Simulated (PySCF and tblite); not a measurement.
C₆H₅FSe, numbered as in [CH2:1]=[CH:2][c:3]1[cH:4][c:5]([F:6])[cH:7][se:8]1. Level: PBE0-D3(BJ)/pcSseg-1//GFN2-xTB, thermal terms from GFN2-xTB, symmetry numbers and mirror pairs counted. Conformers within 2.5 kcal/mol (GFN2-xTB free energy) were kept, 4 at most. GIAO shieldings: PBE0/pcSseg-1. Shifts are against TMS (¹H), TMS (¹³C), CFCl3 (¹⁹F), Me2Se (⁷⁷Se) at the same level. Codes: tblite and PySCF.

Torsions listed: C1–C2–C3–Se8.

Two conformers hold nearly all the population. I: 180°; δ(Se8) = 522.30 ppm. II: 0°; δ(Se8) = 459.39 ppm. The average over the ensemble at 298.15 K is 468.78 ppm.

(1) What populations and free-energy difference follow from a two-state model?

Spin–orbit effects of the heavy atoms on shieldings are missing.

Answers

(1) p(I) = (468.78 − 459.39)/(522.30 − 459.39) = 0.15, so K = p(II)/p(I) = 5.70 and G(II) − G(I) = −RT ln K = -1.03 kcal/mol. The weights computed directly are 14.9 % and 85.1 %.
